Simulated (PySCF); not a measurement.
(E)-1-chloro-2-fluoroprop-1-ene (C3H4ClF), SMILES C/C(F)=C\Cl. Geometry: PBE-D3(BJ)/def2-SVP.

Computed equilibrium geometry at PBE-D3(BJ)/def2-SVP (PySCF confirms it by a frequency run) as Cartesian coordinates in Å, and its point group:
point group Cs.
```xyz
9

C     -1.3740    -1.1265     0.0000
C      0.0905    -0.8702     0.0000
F      0.8427    -1.9960     0.0000
C      0.7468     0.3083     0.0000
Cl    -0.0559     1.8449     0.0000
H     -1.6617    -1.7195     0.8933
H     -1.9360    -0.1758     0.0000
H     -1.6617    -1.7195    -0.8933
H      1.8452     0.3465     0.0000
```
